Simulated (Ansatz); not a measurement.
Reaction: As2 (λ1-arsanylarsenic, SMILES [As]#[As]) → As2+ (parent SMILES [As]#[As], doublet) + e-
Each species at its own B3LYP-D3(BJ)/def2-TZVP minimum (Ansatz, a program for electronic structure).

Total energies in hartree (Ansatz). Radicals and triplets start from unrestricted determinants; spin-orbit coupling is neglected. Cores are frozen in correlated methods (noble-gas shells, and filled d and f shells in the p block). No relativity. The restricted determinant of As2 ([As]#[As], singlet) is unstable towards broken spin symmetry in at least one set run. The UHF reference of As2+ (parent SMILES [As]#[As], doublet) is spin-contaminated (<S^2> up to 0.58 over the pure value in the sets run). The spin of As2+ (parent SMILES [As]#[As], doublet) was assumed, and the state is the lowest solution found for it.

| species | HF/cc-pVTZ | CCSD(T)/cc-pVTZ | HF/cc-pVQZ | CCSD(T)/cc-pVQZ | CCSDT(Q)/cc-pVQZ |
|---|---|---|---|---|---|
| 1: As2 (λ1-arsanylarsenic, SMILES [As]#[As]) | -4468.49239 | -4468.77866 | -4468.49815 | -4468.80034 | -4468.80315 |
| 2: As2+ (parent SMILES [As]#[As], doublet) | -4468.18912 | -4468.42290 | -4468.19508 | -4468.44152 | -4468.44595 |

### Question
Work out the adiabatic ionisation energy (electronic) in eV: take Hartree-Fock from cc-pVQZ, extrapolate the CCSD(T) correlation energy as X^-3 (X = 3, 4), and add CCSDT(Q) - CCSD(T) in cc-pVQZ. 1 hartree = 27.211 eV.

### Answer

Species 1: correlation (64·(-0.30219) - 27·(-0.28627))/37 = -0.31381; step -0.00281; E1 = -4468.49815 + (-0.31381) + (-0.00281) = -4468.81477
Species 2: correlation (64·(-0.24644) - 27·(-0.23378))/37 = -0.25568; step -0.00443; E2 = -4468.19508 + (-0.25568) + (-0.00443) = -4468.45519
-1·E1 +1·E2 = 0.35958 hartree = 9.78 eV.
